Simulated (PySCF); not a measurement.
# Solvent effects on NMR parameters

Molfile (atoms numbered from 1):
```
C7H8S
     RDKit          3D

 16 16  0  0  0  0  0  0  0  0999 V2000
   -2.8534   -0.9031   -0.4786 C   0  0  0  0  0  0  0  0  0  0  0  0
   -2.0735    0.7023   -0.6901 S   0  0  0  0  0  0  0  0  0  0  0  0
   -0.4013    0.4111   -0.2162 C   0  0  0  0  0  0  0  0  0  0  0  0
    0.1025   -0.8250    0.2049 C   0  0  0  0  0  0  0  0  0  0  0  0
    1.4463   -0.9486    0.5596 C   0  0  0  0  0  0  0  0  0  0  0  0
    2.3026    0.1472    0.5010 C   0  0  0  0  0  0  0  0  0  0  0  0
    1.8005    1.3804    0.0806 C   0  0  0  0  0  0  0  0  0  0  0  0
    0.4640    1.5156   -0.2750 C   0  0  0  0  0  0  0  0  0  0  0  0
   -3.9047   -0.7621   -0.7639 H   0  0  0  0  0  0  0  0  0  0  0  0
   -2.4099   -1.6641   -1.1375 H   0  0  0  0  0  0  0  0  0  0  0  0
   -2.8154   -1.2422    0.5670 H   0  0  0  0  0  0  0  0  0  0  0  0
   -0.5442   -1.7011    0.2606 H   0  0  0  0  0  0  0  0  0  0  0  0
    1.8233   -1.9209    0.8863 H   0  0  0  0  0  0  0  0  0  0  0  0
    3.3532    0.0439    0.7800 H   0  0  0  0  0  0  0  0  0  0  0  0
    2.4587    2.2511    0.0286 H   0  0  0  0  0  0  0  0  0  0  0  0
    0.0789    2.4848   -0.6025 H   0  0  0  0  0  0  0  0  0  0  0  0
  1  2  1  0
  2  3  1  0
  3  4  2  0
  4  5  1  0
  5  6  2  0
  6  7  1  0
  7  8  2  0
  8  3  1  0
  1  9  1  0
  1 10  1  0
  1 11  1  0
  4 12  1  0
  5 13  1  0
  6 14  1  0
  7 15  1  0
  8 16  1  0
M  END
```

GIAO PBE0/pcSseg-1 in PySCF 2.14 on one PBE0-D3(BJ)/def2-SVP conformer, non-relativistic, equivalent nuclei averaged. Solvents enter as an IEF-PCM continuum (chloroform with ε = 4.7, acetonitrile with ε = 35.7, water with ε = 78.4) around the gas-phase geometry. Shifts are referred to TMS, CS2 computed in the same medium.

Gas phase, δ in ppm: C3 147.7, C5/C7 134.2, C6 128.2, C4/C8 127.9, C1 16.8, S2 0.2, H13/H15 7.36, H14 7.11, H12/H16 7.04, H9/H10/H11 2.25. Dipole moment 1.38 D.

(1) How does each δ change in the continuum?

(2) Which nuclei move most (in ppm), and what does the model miss?

Results:

(1) 
| atoms | environment | Δδ, chloroform | Δδ, acetonitrile | Δδ, water |
| --- | --- | --- | --- | --- |
| C3 | aromatic carbon bearing sulfur | +0.4 | +0.5 | +0.5 |
| C5/C7 | aromatic CH | +1.2 | +1.7 | +1.8 |
| C6 | aromatic CH | +1.3 | +1.8 | +1.9 |
| C4/C8 | aromatic CH | +1.4 | +1.9 | +2.0 |
| C1 | methyl carbon bonded to S | +0.2 | +0.3 | +0.3 |
| S2 | sulfide sulfur | -6.6 | -9.2 | -9.5 |
| H13/H15 | hydrogen on an aromatic CH | +0.17 | +0.25 | +0.25 |
| H14 | hydrogen on an aromatic CH | +0.16 | +0.24 | +0.24 |
| H12/H16 | hydrogen on an aromatic CH | +0.19 | +0.28 | +0.29 |
| H9/H10/H11 | hydrogen on a methyl carbon bonded to S | +0.15 | +0.21 | +0.21 |

Changes are relative to the gas phase. The dipole moment becomes 1.77 D in chloroform, 1.95 D in acetonitrile, 1.97 D in water.

(2) S2 (sulfide sulfur, -9.5 ppm) in water. A continuum only polarises the solute; specific hydrogen bonds, the anisotropy of aromatic solvents and changes of geometry or conformer are outside it.
